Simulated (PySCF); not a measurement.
A geometry optimisation on `C=CC(C)(C)OBOC`.

Computed with PBE0-D3(BJ)/def2-SVP geometry optimisation, gas phase (PySCF 2.14.0). Start geometry: GFN2-xTB. A driver script takes a list of jobs; this job's settings line and coordinates (Å) are shown.

Input:
```
{"job": {"xc": "PBE0", "basis": "def2-SVP", "d3": "d3bj", "grid": 1, "kind": "geom"}, "charge": 0, "multiplicity": 1}
C     -1.258478     1.956554    -0.422042
C     -1.591039     0.881695     0.265397
C     -1.039450    -0.507169     0.035905
C     -2.078521    -1.311354    -0.763589
C     -0.782072    -1.190411     1.386560
O      0.141788    -0.499947    -0.749238
B      1.291563     0.113727    -0.418930
O      2.284862    -0.003075    -1.324368
C      3.555808     0.560795    -1.146954
H     -1.701860     2.917708    -0.224015
H     -0.521439     1.914517    -1.206544
H     -2.338945     0.934074     1.045013
H     -3.023282    -1.348919    -0.228292
H     -1.713740    -2.322391    -0.923072
H     -2.233299    -0.840723    -1.730568
H     -0.346845    -2.172597     1.219100
H     -1.712354    -1.302904     1.937186
H     -0.087998    -0.600484     1.979099
H      1.454507     0.724696     0.590879
H      3.755053     1.251131    -1.970999
H      4.302806    -0.237034    -1.166578
H      3.632524     1.101496    -0.198528
```

Output:
```
step   0  E = -411.04917174  max force = 0.013701
step   1  E = -411.05163856  max force = 0.003487
step   2  E = -411.05161117  max force = 0.003221
step   3  E = -411.05177652  max force = 0.000771
step   4  E = -411.05178818  max force = 0.000546
step   5  E = -411.05179790  max force = 0.000326
optimisation converged
```

Energies in Eh; «max force» is the largest Cartesian gradient component in Eh/bohr.

How much energy does the optimisation release, in eV?

E(step 0) − E(last step) = 0.002626 Eh, which is 0.071 eV.

At which steps does the energy rise by more than 1e-5 Eh?

At step 2 (+0.03 mEh).

Main results: final energy -411.05180 Eh after 5 steps; dipole 1.51 D.

How long does this job take on one thread, Arm Neoverse V2, shared host?

About 96 s.
Labels such as C1 count atoms from 1, the log's own numbers from 0.
